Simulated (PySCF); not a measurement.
Species: (Cl2B-mu-NH2)2.
Cartesian coordinates in Å at the PBE0-D3(BJ)/def2-SVP level; atoms count from 1:
```
atom  x, y, z in Å
B1    -0.1872    1.0444   -0.2694
Cl2   -0.2908    1.5822   -2.0003
Cl3   -0.4243    2.3406    0.9806
N4     1.1331    0.2029    0.0036
B5     0.2064   -1.0589    0.2755
Cl6    0.4414   -2.3451   -0.9856
Cl7    0.3130   -1.6112    2.0018
N8    -1.1136   -0.2160    0.0099
H9     1.6714    0.5162    0.8109
H10    1.7475    0.1088   -0.8045
H11   -1.7227   -0.1192    0.8220
H12   -1.6587   -0.5276   -0.7936
```

NICS is the negative of the GIAO shielding at a point without a nucleus: at the ring centre (0) and 1 Å above and below it (1); zz is the component along the ring normal. Level: GIAO KT2/pcSseg-1 (PySCF, non-relativistic, gas phase) on the PBE0-D3(BJ)/def2-SVP geometry, one conformer.

Ring bond lengths (Å): B1–N4 1.589, N4–B5 1.589, B5–N8 1.589, N8–B1 1.589.

Problem. Give the NICS values of each ring in ppm.

Solution. 
```csv
ring,type,NICS(0),"NICS(1), two faces","NICS(1)zz, two faces",rms pucker (Å),"centre to ring atoms, mean (Å)"
B1–N4–B5–N8,4-membered ring with 2 B and 2 N,-5.5,-2.0 / -2.1,1.9 / 1.9,0.00,1.12
```

Problem. What can be read from them?

Solution. 
- B1–N4–B5–N8: mean NICS(1)zz 1.9 ppm, near zero. B1, N4, B5, N8 have four or more neighbours, and the NICS criterion for π rings isn't applied.

Problem. What is the mean of the two in-plane components of NICS at the second NICS(1) probe listed for ring B1–N4–B5–N8, 1 Å off the ring?

Solution. The isotropic value is a third of the trace: (3 × -2.1 − (1.9))/2 = -4.1 ppm.

Problem. What are the shieldings of the ring atoms and their hydrogens in the same run (means over atoms taken as equivalent)?

Solution. 
```json
{"atoms": "B1 (×2)", "environment": "boron bonded to 2 Cl and 2 N", "σ isotropic (ppm)": "100.0"}
{"atoms": "N4 (×2)", "environment": "nitrogen bonded to 2 B and 2 H", "σ isotropic (ppm)": "167.3"}
{"atoms": "H9 (×4)", "environment": "hydrogen on nitrogen", "σ isotropic (ppm)": "28.62"}
```

Problem. How do the values depend on the level or the medium?

Solution. 
```csv
level,"NICS(0), B1–N4–B5–N8","mean NICS(1)zz, B1–N4–B5–N8"
"KT2/pcSseg-1, gas",-5.5,1.9
"PBE0/pcSseg-1, gas",-5.9,1.7
```

The geometry is the same throughout.

The run took 28 s on one thread of an Arm Neoverse V2, shared host with 192 logical CPUs at a one-minute load of 93, and the process peaked at 0.96 GiB of memory. This is the whole shielding run at KT2/pcSseg-1, SCF included.
